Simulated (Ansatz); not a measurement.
Program: Ansatz. Geometries: PBE0-D4/def2-TZVP. ΔE: electronic, gas phase. CCSD(T)/CBS is the MP2 limit (def2-TZVPP, def2-QZVPP) plus CCSD(T) − MP2 in def2-TZVPP, frozen cores. For Se outer-core shells are correlated without core-valence functions, which leaves a few kJ/mol of doubt a bond. Scalar relativity is left out up to krypton. One conformer a species, not always the lowest.

Reaction (redistribution): `O[SiH](F)[SeH]` + `BC([SiH3])[SiH2]F` → `O[SiH]([SiH3])[SeH]` + `BC(F)[SiH2]F`

```tsv
species	CCSD/def2-TZVPP energy (Eh)
`O[SiH](F)[SeH]`	-2865.97536
`BC([SiH3])[SiH2]F`	-745.50461
`O[SiH]([SiH3])[SeH]`	-3057.00730
`BC(F)[SiH2]F`	-554.35989
```

Question: Work out ΔE.

Answer: ΔE = (-3057.00730) + (-554.35989) − (-2865.97536) − (-745.50461) = 0.11278 Eh = +296.1 kJ/mol. CCSD(T)/CBS gives +297.6 kJ/mol.

Largest T1 diagnostic among the species: 0.013.

The D4 term adds +3.9 kJ/mol with B3LYP and +1.9 kJ/mol with PBE0; it sums over pairs of atoms, weighted by their polarisabilities, and B3LYP, whose exchange is more repulsive, gets the larger term. From PBE to PBE0 (25 % exact exchange), in def2-TZVPP and without D4, ΔE moves by +16.6 kJ/mol.

B3LYP here is the variant with VWN-RPA as its local correlation; programs differ in this.
